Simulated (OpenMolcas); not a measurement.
A calculation on Pr3+.

* Program: OpenMolcas 26.06
* Method: SS-CASPT2, IPEA 0.25 Eh, imaginary shift 0.1 Eh (closed shells correlated: 5s 5p)
* Basis: ANO-RCC-VTZP [8s7p5d3f2g1h]
* Scalar Hamiltonian: DKH2, point nucleus
* Active space: 2 electrons in 7 orbitals (4f)
* State averaging: 2S+1 = 3 even, 21 roots; 2S+1 = 1 even, 28 roots
* Spin-orbit coupling: state interaction with AMFI integrals over the reference wave functions, term energies averaged over their components

(1) Which level of the active space comes out lowest?

(2) How high does 4f² ³P₁ lie?

(3) How high does 4f² ³P₀ lie?

(4) How high does 4f² ³F₃ lie?

(5) The level at 10120 cm⁻¹ has J = 4. What is it made of, and what is its g factor?

Measured values: Martin, Zalubas and Hagan, Atomic Energy Levels: The Rare-Earth Elements, NSRDS-NBS 60 (1978).

## Answers

(1) 4f² ³H₄, with 97 % of that term; it is also the measured ground level.

(2) 25560 cm⁻¹ above the lowest level; measured 22007 cm⁻¹ above the ground level, so the calculation is off by +16 %.

(3) 24850 cm⁻¹ above the lowest level; measured 21390 cm⁻¹ above the ground level, so the calculation is off by +16 %.

(4) 6940 cm⁻¹ above the lowest level; measured 6415 cm⁻¹ above the ground level, so the calculation is off by +8 %.

(5) 50 % 4f² ³F₄, 49 % 4f² ¹G; g = 1.122, against 1.251 from Landé's formula for the pure leading term.

Term energies are means over components that CASPT2 splits; among the terms shown or strongly mixed into the levels shown the widest spread is 800 cm-1 (4f² ¹G). Some terms miss by over 15 % even with CASPT2, which points to a basis or an active space too small for the shells correlated. Computed and measured levels are paired by configuration, term and J; levels that our copy of the source lacks, or whose pairing is in doubt (as where it misses far off the trend of its configuration), stay unpaired and out of the deviations. Levels of configurations outside the active space are missing.
